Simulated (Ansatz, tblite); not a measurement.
Cost and result up the ladder for the cluster PtAu3⁻ (the lowest singlet isomer of a short search) (4 atoms). The state is a singlet with charge -1. Geometry: PBE-D4/def2-SVPD.

```xyz
4

Pt   -0.251   -0.367    0.150
Au    2.084    0.551   -0.603
Au   -0.184    2.165   -0.515
Au   -1.650   -2.350    0.968
```

Ansatz on 2 threads of AMD EPYC 7R43 on a shared host; xTB runs through tblite on one thread. Times are rough, summed over both states, and most runs start from the orbitals of an earlier one. ωB97X-V/def2-TZVPD serves as the yardstick here, not as an exact answer. The other state is a triplet at its own geometry, which has other bonds, so the gap mixes isomer and spin.

In the def2 sets Au, Pt take a core potential; there is no spin–orbit coupling. The xTB rows come from tblite. B3LYP takes the VWN-RPA correlation. Correlated methods freeze no core orbitals; core or outer-core shells of Pt, Au are correlated, in sets that lack core-valence functions. At PBE0-D4/def2-TZVPD a broken-symmetry singlet of charge -1 lies 0.36 eV below the triplet, each at its own geometry. The structure comes from a short search, and lower isomers may exist.

Run but left out: HF/def2-TZVPD, PBE0-D4/def2-TZVPD, MP2/def2-TZVPD (singlet: restricted singlet, unstable towards broken spin symmetry); BHLYP-D4/def2-TZVPD (singlet: restricted singlet, unstable in another Hartree–Fock run and untested here).

Correlated methods converge slowly with the basis.

xTB has no spin-polarisation term.

```json
{"level": "B97M-V/def2-TZVPD", "functions": "172", "triplet − singlet (eV)": "0.38", "difference from ωB97X-V/def2-TZVPD (eV)": "-0.04", "remarks": "restricted, untested (singlet)"}
{"level": "PBE-D4/def2-TZVPD", "functions": "172", "triplet − singlet (eV)": "0.35", "difference from ωB97X-V/def2-TZVPD (eV)": "-0.07", "remarks": "–"}
{"level": "r2SCAN-D4/def2-TZVPD (with forces)", "functions": "172", "triplet − singlet (eV)": "0.26", "difference from ωB97X-V/def2-TZVPD (eV)": "-0.16", "remarks": "–"}
{"level": "r2SCANh-D4/def2-TZVPD", "functions": "172", "triplet − singlet (eV)": "0.25", "difference from ωB97X-V/def2-TZVPD (eV)": "-0.17", "remarks": "–"}
{"level": "GFN1-xTB", "functions": "36", "triplet − singlet (eV)": "0.79", "difference from ωB97X-V/def2-TZVPD (eV)": "0.37", "remarks": "–"}
{"level": "GFN2-xTB", "functions": "36", "triplet − singlet (eV)": "-0.48", "difference from ωB97X-V/def2-TZVPD (eV)": "-0.90", "remarks": "–"}
{"level": "ωB97X-V/def2-TZVPD", "functions": "172", "triplet − singlet (eV)": "0.42", "difference from ωB97X-V/def2-TZVPD (eV)": "0.00", "remarks": "–"}
{"level": "B3LYP-D4/def2-TZVPD", "functions": "172", "triplet − singlet (eV)": "0.27", "difference from ωB97X-V/def2-TZVPD (eV)": "-0.16", "remarks": "–"}
{"level": "BLYP-D4/def2-TZVPD", "functions": "172", "triplet − singlet (eV)": "0.24", "difference from ωB97X-V/def2-TZVPD (eV)": "-0.19", "remarks": "restricted, untested (singlet)"}
{"level": "RPA@PBE/def2-TZVPD", "functions": "172", "triplet − singlet (eV)": "0.45", "difference from ωB97X-V/def2-TZVPD (eV)": "0.02", "remarks": "test for broken spin undecided (singlet)"}
```

(1) Estimate how long each takes.

## Answers

(1) GFN1-xTB 0.012 s; GFN2-xTB 0.012 s; PBE-D4/def2-TZVPD 11 s; BLYP-D4/def2-TZVPD 13 s; B3LYP-D4/def2-TZVPD 22 s; r2SCAN-D4/def2-TZVPD (with forces) 26 s; RPA@PBE/def2-TZVPD 27 s; r2SCANh-D4/def2-TZVPD 30 s; B97M-V/def2-TZVPD 44 s; ωB97X-V/def2-TZVPD 1.9 min. On shared hardware such times vary by a factor of up to 3.
